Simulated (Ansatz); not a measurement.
Species: [Zn(CH3)2] (charge 0, multiplicity 1), formula C$_{2}$H$_{6}$Zn.

Question: How many basis functions does frozen-core CCSD(T)/def2-TZVPP // BP86-D3(BJ)/def2-SVP in Ansatz (a first-principles code) use, how many core orbitals are frozen, and how many electrons are correlated?

Answer: 210 basis functions and 7 frozen orbitals, which leaves 34 correlated electrons. Core time is of the order of minutes.
